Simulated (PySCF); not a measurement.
In(F)2(SeH) (F2HInSe), SMILES [F][In]([F])[SeH].

The structure is a stationary point at B3LYP-D3(BJ)/def2-SVP. The structure was generated by enumeration; whether it is a known compound was not checked. The def2 effective core potentials stand for the cores of In; spin–orbit coupling is left out. The values are those of a single conformer.

Two levels are set side by side: PBE/def2-TZVP (PySCF) and HF/def2-TZVP (PySCF). Same geometry, gas phase. Differences are taken from unrounded values.

```
quantity                         HF    PBE  PBE minus HF
---------------------------  ------  -----  ------------
orbital gap (eV)              11.10   3.19         -7.92
highest occupied level (eV)  -10.68  -6.94          3.74
lowest empty level (eV)        0.42  -3.75         -4.17
dipole moment (D)              3.09   3.01         -0.08
mean polarisability (bohr³)    52.3   62.0           9.7
```

Without exact exchange PBE keeps part of each electron's self-repulsion, which lifts occupied levels and narrows the gap. PBE's more diffuse valence density responds more strongly to a field. Differences between two approximate levels are no errors against the true value.

Rough cost on one machine, each run with all the roots and properties that it gave: HF against PBE about 1/5.
